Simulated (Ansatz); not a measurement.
The same molecule with X = B, Al, Ga, In. Ansatz, PBE0-D4/def2-TZVP geometries, multiplicity 1.

Elements past krypton have def2 core potentials. Scalar relativity is left out up to krypton.

| X | molecule | mean X–Cl bond length / Å | LUMO energy (ωB97M-V/def2-TZVPP) / eV | HOMO energy (B3LYP/def2-TZVPP) / eV | HOMO–LUMO gap (PBE/def2-TZVPP) / eV |
| --- | --- | --- | --- | --- | --- |
| B | `[B]Cl` | 1.718 | 0.27 | -7.26 | 3.32 |
| Al | `[Al][Cl]` | 2.146 | 0.17 | -6.83 | 3.70 |
| Ga | `[Cl][Ga]` | 2.216 | 0.08 | -7.33 | 4.10 |

Task: Give the row for X = In, `[Cl][In]`. (Estimate.)

Result: Computed: 
```tsv
X	molecule	mean X–Cl bond length / Å	LUMO energy (ωB97M-V/def2-TZVPP) / eV	HOMO energy (B3LYP/def2-TZVPP) / eV	HOMO–LUMO gap (PBE/def2-TZVPP) / eV
In	`[Cl][In]`	2.413	-0.29	-7.13	3.87
```

From B to In the mean X–Cl bond length rises at each step, by 0.695 Å in all; the LUMO energy (ωB97M-V/def2-TZVPP) falls at each step, by 0.56 eV in all; the HOMO energy (B3LYP/def2-TZVPP) isn't monotonic: highest at Al, lowest at Ga; the HOMO–LUMO gap (PBE/def2-TZVPP) isn't monotonic: highest at Ga, lowest at B. Bonds lengthen as the atom grows down the group.

B3LYP here is the variant with VWN-RPA as its local correlation; programs differ in this.
